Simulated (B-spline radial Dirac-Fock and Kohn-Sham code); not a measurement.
# Dipole and non-dipole photoemission parameters of Yb 4p3/2

System: the free ytterbium atom, configuration [Xe] 4f14 6s2; threshold 339.7 eV (tabulated edge). Calculated with an atomic code on a B-spline grid, using Dirac-Hartree-Slater photoionisation with a Latter tail; cross sections with all multipoles, angular parameters from the dipole term and its interference with E2.

For linearly polarised light dσ/dΩ = σ/(4π) [1 + β P₂(cos θ) + (δ + γ cos²θ) sin θ cos φ], with θ from the polarisation vector and φ the angle between the beam and the projection of the electron momentum on the plane normal to the polarisation.

```tsv
hν (eV)	σ (kb)	β	γ	δ
374	258	-0.775	-0.087	0.035
400	250	-0.450	-0.146	0.048
521	215	0.477	-0.010	0.077
566	203	0.664	0.080	0.070
577	200	0.703	0.100	0.069
676	174	0.970	0.233	0.051
758	155	1.118	0.288	0.039
800	146	1.177	0.303	0.034
916	124	1.303	0.311	0.023
968	116	1.346	0.304	0.019
1253.6	81.8	1.505	0.222	0.007
2390	?	?	?	?
2910	19.6	1.724	-0.042	0.003
2984.4	18.7	1.726	-0.040	0.004
3060	17.8	1.728	-0.038	0.004
6520	3.60	1.707	0.406	0.014
8047.8	2.20	1.677	0.647	0.020
10500	1.15	1.625	1.005	0.030
11300	0.955	1.609	1.112	0.033
12000	0.819	1.594	1.203	0.036
15000	0.458	1.534	1.556	0.052
```

Question: Give the values at 2390 eV.

Answer: σ = 28.4 kb, β = 1.700, γ = -0.028, δ = 0.002.
